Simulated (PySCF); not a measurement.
## Cu (copper, neutral) across methods

[Ar] 3d9 4s2, 2D determinant (an excited configuration). Calculation: PySCF 2.14, in aug-cc-pVDZ-DK (7s6p4d2f, 59 functions); the spin-free X2C one-electron Hamiltonian (Gaussian nucleus).

| method | E (hartree) | mean ε 3d β (eV) | mean ε 4s α (eV) | mean ε 4s β (eV) | Σ⟨r²⟩ (bohr²) | ⟨S²⟩ |
| --- | --- | --- | --- | --- | --- | --- |
| BP86 | -1654.999 | -9.097 | -6.087 | -5.911 | 34.08 | 0.751 |
| wB97X | -1654.772 | -14.002 | -8.809 | -8.678 | 34.26 | 0.751 |
| PBE | -1654.480 | -8.944 | -5.914 | -5.736 | 34.32 | 0.751 |
| PBE0 | -1654.476 | -11.520 | -6.616 | -6.434 | 34.34 | 0.751 |
| LDA | -1651.836 | -9.133 | -6.141 | -5.969 | 33.98 | 0.751 |
| UHF | -1653.15583 | -18.779 | -8.014 | -7.785 | 35.75 | 0.752 |
| r2SCAN | -1654.689 | -9.262 | -6.133 | -5.951 | 34.06 | 0.751 |
| BHandHLYP | -1654.675 | -14.092 | -7.274 | -7.115 | 34.54 | 0.751 |
| TPSSh | -1654.710 | -9.970 | -6.180 | -5.988 | 34.25 | 0.751 |
